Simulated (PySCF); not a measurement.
Screening by computed properties: pick the candidate that meets the target.

Species are written as SMILES; each is one conformer at its optimised geometry, gas phase, non-relativistic unless stated. Electronic properties by PySCF.

The conformers computed, where there is a choice (atom-mapped SMILES and torsion angles):
- `[O:1]=[CH:2][C:3](=[O:4])[NH:5]/[CH:6]=[CH:7]\[F:8]`: O1–C2–C3–O4 180°, C2–C3–N5–C6 180°, C3–N5–C6–C7 180°
- `[O:1]=[CH:2][C:3](=[O:4])[NH:5]/[CH:6]=[CH:7]/[F:8]`: O1–C2–C3–O4 180°, C2–C3–N5–C6 180°, C3–N5–C6–C7 180°
- `[N:1]#[C:2][C@@:3]1([CH2:4][OH:5])[O:6][C@H:7]1[F:8]`: C2–C3–C4–O5 -93°, H–O5–C4–C3 171°
- `[CH3:1][C:2](=[S:3])[SiH:4]1[SiH2:5][SiH2:6][SiH2:7]1`: C1–C2–Si4–Si5 -131°
- `[CH3:1][NH:2][Si@H:3]([C:4]#[N:5])[S:6][CH3:7]`: C1–N2–Si3–C4 -56°, N2–Si3–S6–C7 67°

(1) Wanted: HOMO–LUMO gap between 7.6 eV and 7.94 eV (wB97X-D/def2-SVPD) and dipole moment below 4 D (wB97X-D/def2-SVPD), at GFN2-xTB geometries. Which candidate meets both?
A. `CC1=C(C#N)[C@H]1Cl`
B. `N#C[C@@]1(CO)O[C@H]1F`
C. `O=CC(=O)N/C=C\F`
D. `C(=C\F)/NC(C=O)=O`
E. `CC(=S)[SiH]1[SiH2][SiH2][SiH2]1`
F. `N(C)[Si@@H](SC)C#N`

(2) Wanted: lowest triplet excitation (Tamm–Dancoff) below 2 eV (TDA wB97X-D/def2-SVPD) and HOMO energy above -9.1 eV (wB97X-D/def2-SVPD), at GFN2-xTB geometries. Which candidate meets both?
A. `CC(=S)[SiH]1[SiH2][SiH2][SiH2]1`
B. `CC1=C(C#N)[C@H]1Cl`
C. `S([Si@@H](C#N)NC)C`
D. `C(=C/F)/NC(=O)C=O`
E. `N#C[C@@]1(CO)O[C@H]1F`

(3) Wanted: electronic spatial extent ⟨r²⟩ about the centre of nuclear charge above 1200 bohr² (wB97X-D/def2-SVPD) and lowest singlet excitation above 3 eV (TDDFT wB97X-D/def2-SVPD), at GFN2-xTB geometries. Which candidate meets both?
A. `CC(=S)[SiH]1[SiH2][SiH2][SiH2]1`
B. `C(=C/F)/NC(=O)C=O`
C. `S([Si@@H](C#N)NC)C`
D. `CC1=C(C#N)[C@H]1Cl`
E. `N#C[C@@]1(CO)O[C@H]1F`

(4) Wanted: static isotropic polarisability below 100 au (wB97X-D/def2-SVPD) and smallest rotational constant below 1 GHz (GFN2-xTB), at GFN2-xTB geometries. Which candidate meets both?
A. `O=CC(=O)N/C=C\F`
B. `CC1=C(C#N)[C@H]1Cl`
C. `N#C[C@@]1(CO)O[C@H]1F`
D. `CC(=S)[SiH]1[SiH2][SiH2][SiH2]1`

Results:

(1) D. Computed values:
| species | HOMO–LUMO gap | dipole moment |
| --- | --- | --- |
| CC(=S)[SiH]1[SiH2][SiH2][SiH2]1 | 7.37 eV | 2.05 D |
| C(=C\F)/NC(C=O)=O | 7.89 eV | 1.89 D |
| O=CC(=O)N/C=C\F | 8.00 eV | 0.97 D |
| CC1=C(C#N)[C@H]1Cl | 9.75 eV | 4.77 D |
| N(C)[Si@@H](SC)C#N | 10.12 eV | 3.72 D |
| N#C[C@@]1(CO)O[C@H]1F | 12.15 eV | 5.30 D |

(2) A. Computed values:
| species | lowest triplet excitation (Tamm–Dancoff) | HOMO energy |
| --- | --- | --- |
| CC(=S)[SiH]1[SiH2][SiH2][SiH2]1 | 1.73 eV | -8.23 eV |
| C(=C/F)/NC(=O)C=O | 2.85 eV | -8.98 eV |
| CC1=C(C#N)[C@H]1Cl | 3.67 eV | -10.04 eV |
| S([Si@@H](C#N)NC)C | 5.41 eV | -9.13 eV |
| N#C[C@@]1(CO)O[C@H]1F | 6.06 eV | -10.96 eV |

(3) C. Computed values:
| species | electronic spatial extent ⟨r²⟩ about the centre of nuclear charge | lowest singlet excitation |
| --- | --- | --- |
| N#C[C@@]1(CO)O[C@H]1F | 877 bohr² | 7.18 eV |
| CC1=C(C#N)[C@H]1Cl | 1032 bohr² | 5.23 eV |
| C(=C/F)/NC(=O)C=O | 1135 bohr² | 3.36 eV |
| S([Si@@H](C#N)NC)C | 1244 bohr² | 5.76 eV |
| CC(=S)[SiH]1[SiH2][SiH2][SiH2]1 | 2032 bohr² | 2.16 eV |

(4) A. Computed values:
| species | static isotropic polarisability | smallest rotational constant |
| --- | --- | --- |
| N#C[C@@]1(CO)O[C@H]1F | 57.8 au | 1.405 GHz |
| O=CC(=O)N/C=C\F | 67.7 au | 0.907 GHz |
| CC1=C(C#N)[C@H]1Cl | 78.3 au | 1.072 GHz |
| CC(=S)[SiH]1[SiH2][SiH2][SiH2]1 | 161.3 au | 0.661 GHz |
